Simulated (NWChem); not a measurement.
System: CH$_{3}$FZn; SMILES [Zn]([CH3])[F]

Here is an NWChem input.

```
start job
memory heap 200 mb stack 900 mb global 1100 mb
geometry units angstroms noautoz
  Zn     0.000000     0.000000     0.028599
  F      0.000000     0.000000     1.775639
  C      0.000000     0.000000    -1.892844
  H     -0.535613    -0.879137    -2.282748
  H      1.029161    -0.024286    -2.282748
  H     -0.493549     0.903423    -2.282748
end
basis spherical
  * library def2-svp
end
dft
  xc r2scan0
  iterations 150
  mulliken
end
task dft energy
```

Parts of the log:

```
             Northwest Computational Chemistry Package (NWChem) 7.3.0
             --------------------------------------------------------

 C3V symmetry detected

                             Geometry "geometry" -> ""
                             -------------------------

 Output coordinates in angstroms (scale by  1.889725989 to convert to a.u.)

  No.       Tag          Charge          X              Y              Z
 ---- ---------------- ---------- -------------- -------------- --------------
    1 Zn                  30.0000    -0.00000000    -0.00000000     0.05706956
    2 F                    9.0000     0.00000000     0.00000000     1.80410956
    3 C                    6.0000    -0.00000000    -0.00000000    -1.86437344
    4 H                    1.0000     0.72792960     0.72792960    -2.25427744
    5 H                    1.0000    -0.99437033     0.26644073    -2.25427744
    6 H                    1.0000     0.26644073    -0.99437033    -2.25427744

 Effective nuclear repulsion energy (a.u.)     170.9238491129

      Symmetry information
      --------------------

 Group name             C3v
 Group number             17
 Group order               6
 No. of unique centers     4

                                 NWChem DFT Module
                                 -----------------

 Summary of "ao basis" -> "ao basis" (spherical)
 ------------------------------------------------------------------------------
       Tag                 Description            Shells   Functions and Types
 ---------------- ------------------------------  ------  ---------------------
 Zn                         def2-svp                11       31   5s3p2d1f
 F                          def2-svp                 6       14   3s2p1d
 C                          def2-svp                 6       14   3s2p1d
 H                          def2-svp                 3        5   2s1p

      Symmetry analysis of basis
      --------------------------

        a1         28
        a2          2
        e          44

  Rotation of axis

            General Information
            -------------------
          SCF calculation type: DFT
          Wavefunction type:  closed shell.
          No. of atoms     :     6
          No. of electrons :    48
           Alpha electrons :    24
            Beta electrons :    24
          Charge           :     0
          Spin multiplicity:     1
          Use of symmetry is: on ; symmetry adaption is: on
          Maximum number of iterations: 150
          AO basis - number of functions:    74
                     number of shells:    32
          Convergence on energy requested:  1.00D-06
          Convergence on density requested:  1.00D-05
          Convergence on gradient requested:  5.00D-04

              XC Information
              --------------
                     r^2SCAN0 Method XC Functional
                     Hartree-Fock (Exact) Exchange  0.250
               r^2SCAN metaGGA Exchange Functional  0.750
                     r^2SCAN Correlation Potential  1.000

             Grid Information
             ----------------
          Grid used for XC integration:  medium
          Radial quadrature: Mura-Knowles
          Angular quadrature: Lebedev.
          Tag              B.-S. Rad. Rad. Pts. Rad. Cut. Ang. Pts.
          ---              ---------- --------- --------- ---------
          Zn                  1.35      112           8.0       590
          F                   0.50       49          11.0       434
          C                   0.70       49           8.0       434
          H                   0.35       45          10.0       434
          Grid pruning is: on
          Number of quadrature shells:   255
          Spatial weights used:  Erf1

      Superposition of Atomic Density Guess
      -------------------------------------

 Sum of atomic energies:       -1915.97663884

      Non-variational initial energy
      ------------------------------

 Total energy =   -1916.660216
 1-e energy   =   -3015.474289
 2-e energy   =     927.890224
 HOMO         =      -0.382338
 LUMO         =      -0.035997

      Symmetry analysis of molecular orbitals - initial
      -------------------------------------------------

  Numbering of irreducible representations:

     1 a1          2 a2          3 e

  Orbital symmetries:

     1 a1          2 a1          3 a1          4 e           5 e
     6 a1          7 a1          8 a1          9 a1         10 e
    11 e          12 a1         13 a1         14 a1         15 e
    16 e          17 e          18 e          19 a1         20 e
    21 e          22 e          23 e          24 a1         25 a1
    26 a1         27 e          28 e          29 e          30 e
    31 a1         32 a1         33 e          34 e

     ---------------------------------------------
      Total Density - Mulliken Population Analysis
     ---------------------------------------------

    Atom       Charge   Shell Charges
 -----------   ------   -------------------------------------------------------
    1 Zn  30    28.96   2.00  2.00  2.00  0.66  0.14  6.00  6.00  0.21  8.04  1.92  0.00
    2 F    9     9.81   1.99  1.16  0.81  3.60  2.25  0.00
    3 C    6     6.59   1.99  0.95  0.28  2.05  1.30  0.01
    4 H    1     0.88   0.66  0.20  0.03
    5 H    1     0.88   0.66  0.20  0.03
    6 H    1     0.88   0.66  0.20  0.03

   convergence    iter        energy       DeltaE   RMS-Dens  Diis-err
 ---------------- ----- ----------------- --------- --------- ---------
 d= 0,ls=0.0,diis     1  -1918.6018779296 -2.09D+03  2.05D-02  6.19D-01
 d= 0,ls=0.0,diis     2  -1918.5135208740  8.84D-02  1.08D-02  1.84D+00
 d= 0,ls=0.0,diis     3  -1918.6770005597 -1.63D-01  1.09D-03  5.84D-03
 d= 0,ls=0.0,diis     4  -1918.6772971306 -2.97D-04  4.32D-04  3.25D-03
 d= 0,ls=0.0,diis     5  -1918.6775958726 -2.99D-04  8.15D-05  6.98D-05
  Resetting Diis
 d= 0,ls=0.0,diis     6  -1918.6775997821 -3.91D-06  2.86D-05  7.73D-06
 d= 0,ls=0.0,diis     7  -1918.6776006983 -9.16D-07  1.46D-05  9.56D-07
 d= 0,ls=0.0,diis     8  -1918.6776006479  5.04D-08  7.93D-06  1.65D-06

         Total DFT energy =    -1918.677600647861
      One electron energy =    -3016.156004291208
           Coulomb energy =     1014.662272115186
    Exchange-Corr. energy =      -88.107717584737
 Nuclear repulsion energy =      170.923849112897

 Numeric. integr. density =       48.000006457231

                  Occupations of the irreducible representations
                  ----------------------------------------------

                     irrep           alpha         beta
                     --------     --------     --------
                     a1               12.0         12.0
                     a2                0.0          0.0
                     e                12.0         12.0

                       DFT Final Molecular Orbital Analysis
                       ------------------------------------

 Vector   22  Occ=2.000000D+00  E=-3.515543D-01  Symmetry=e
              MO Center=  3.8D-03,  1.7D-03,  1.6D+00, r^2= 8.7D-01
   Bfn.  Coefficient  Atom+Function         Bfn.  Coefficient  Atom+Function
  ----- ------------  ---------------      ----- ------------  ---------------
    36      0.517839  2 F  py                39     -0.383330  2 F  py
    35      0.361476  2 F  px                38     -0.267582  2 F  px
    16      0.160364  1 Zn d -1              18     -0.111942  1 Zn d  1
    13     -0.097516  1 Zn py                12     -0.068071  1 Zn px
    60      0.047842  4 H  s                 50      0.041784  3 C  py

 Vector   23  Occ=2.000000D+00  E=-3.515543D-01  Symmetry=e
              MO Center= -3.8D-03, -1.7D-03,  1.6D+00, r^2= 8.7D-01
   Bfn.  Coefficient  Atom+Function         Bfn.  Coefficient  Atom+Function
  ----- ------------  ---------------      ----- ------------  ---------------
    35      0.517839  2 F  px                38     -0.383330  2 F  px
    36     -0.361476  2 F  py                39      0.267582  2 F  py
    18     -0.160364  1 Zn d  1              16     -0.111942  1 Zn d -1
    12     -0.097516  1 Zn px                13      0.068071  1 Zn py
    65     -0.045686  5 H  s                 49      0.041784  3 C  px

 Vector   24  Occ=2.000000D+00  E=-3.218237D-01  Symmetry=a1
              MO Center=  7.4D-16,  9.0D-17, -1.1D+00, r^2= 2.3D+00
   Bfn.  Coefficient  Atom+Function         Bfn.  Coefficient  Atom+Function
  ----- ------------  ---------------      ----- ------------  ---------------
    51      0.427726  3 C  pz                 4      0.391303  1 Zn s
    54      0.260164  3 C  pz                14     -0.233944  1 Zn pz
     3     -0.221502  1 Zn s                 37     -0.194395  2 F  pz
    40      0.134643  2 F  pz                11      0.127713  1 Zn pz
    60     -0.099755  4 H  s                 65     -0.099755  5 H  s

 Vector   25  Occ=0.000000D+00  E= 7.935658D-05  Symmetry=a1
              MO Center=  5.6D-16,  2.0D-16, -4.6D-02, r^2= 5.4D+00
   Bfn.  Coefficient  Atom+Function         Bfn.  Coefficient  Atom+Function
  ----- ------------  ---------------      ----- ------------  ---------------
     5      0.985644  1 Zn s                 48     -0.759812  3 C  s
    54     -0.299493  3 C  pz                 4      0.287501  1 Zn s
    34     -0.232311  2 F  s                 17      0.224542  1 Zn d  0
    51     -0.209151  3 C  pz                47     -0.201133  3 C  s
     3     -0.178448  1 Zn s                 37     -0.172998  2 F  pz

 Vector   26  Occ=0.000000D+00  E= 7.556128D-02  Symmetry=e
              MO Center= -1.3D-02,  2.4D-03, -8.8D-02, r^2= 2.6D+00
   Bfn.  Coefficient  Atom+Function         Bfn.  Coefficient  Atom+Function
  ----- ------------  ---------------      ----- ------------  ---------------
    12      0.958671  1 Zn px                13     -0.295958  1 Zn py
     9     -0.256895  1 Zn px                66      0.242265  5 H  s
    65      0.180779  5 H  s                 52      0.166237  3 C  px
    35      0.149083  2 F  px                38     -0.146131  2 F  px
    71     -0.129033  6 H  s                 61     -0.113233  4 H  s

 Vector   27  Occ=0.000000D+00  E= 7.556128D-02  Symmetry=e
              MO Center=  1.3D-02, -2.4D-03, -8.8D-02, r^2= 2.6D+00
   Bfn.  Coefficient  Atom+Function         Bfn.  Coefficient  Atom+Function
  ----- ------------  ---------------      ----- ------------  ---------------
    13      0.958671  1 Zn py                12      0.295958  1 Zn px
    10     -0.256895  1 Zn py                61     -0.214369  4 H  s
    71      0.205247  6 H  s                 53      0.166237  3 C  py
    60     -0.159962  4 H  s                 70      0.153155  6 H  s
    36      0.149083  2 F  py                39     -0.146131  2 F  py

     ---------------------------------------------
      Total Density - Mulliken Population Analysis
     ---------------------------------------------

    Atom       Charge   Shell Charges
 -----------   ------   -------------------------------------------------------
    1 Zn  30    29.27   2.00  2.00  2.00  0.86 -0.02  6.00  6.00  0.51  8.00  1.92  0.00
    2 F    9     9.56   1.99  1.11  0.86  3.32  2.28  0.00
    3 C    6     6.41   1.99  0.88  0.27  2.05  1.20  0.02
    4 H    1     0.92   0.72  0.18  0.03
    5 H    1     0.92   0.72  0.18  0.03
    6 H    1     0.92   0.72  0.18  0.03

     -------------------------------------------
      Total Density - Lowdin Population Analysis
     -------------------------------------------

    Atom       Charge   Shell Charges
 -----------   ------   -------------------------------------------------------
    1 Zn  30    29.24   2.00  2.00  1.95  0.61  0.17  5.99  5.91  0.65  7.79  2.17  0.00
    2 F    9     9.48   1.98  1.03  0.85  3.22  2.40  0.00
    3 C    6     6.38   1.97  0.59  0.36  1.85  1.57  0.04
    4 H    1     0.97   0.62  0.27  0.07
    5 H    1     0.97   0.62  0.27  0.07
    6 H    1     0.97   0.62  0.27  0.07

     Multipole analysis of the density
     ---------------------------------

     L   x y z        total         alpha         beta         nuclear
     -   - - -        -----         -----         ----         -------
     0   0 0 0     -0.000000    -24.000000    -24.000000     48.000000

     1   1 0 0      0.000000      0.000000      0.000000      0.000000
     1   0 1 0      0.000000     -0.000000     -0.000000      0.000000
     1   0 0 1     -1.013668     -0.506834     -0.506834     -0.000000

     2   2 0 0    -17.567228    -11.621975    -11.621975      5.676723
     2   1 1 0      0.000000      0.000000      0.000000      0.000000
     2   1 0 1      0.000000      0.000000      0.000000      0.000000
     2   0 2 0    -17.567228    -11.621975    -11.621975      5.676723
     2   0 1 1      0.000000      0.000000      0.000000     -0.000000
     2   0 0 2    -25.311688   -129.593273   -129.593273    233.874859
```

Level: r2SCAN0/def2-SVP. Coordinates come from a PBE0/def2-SVP optimisation.
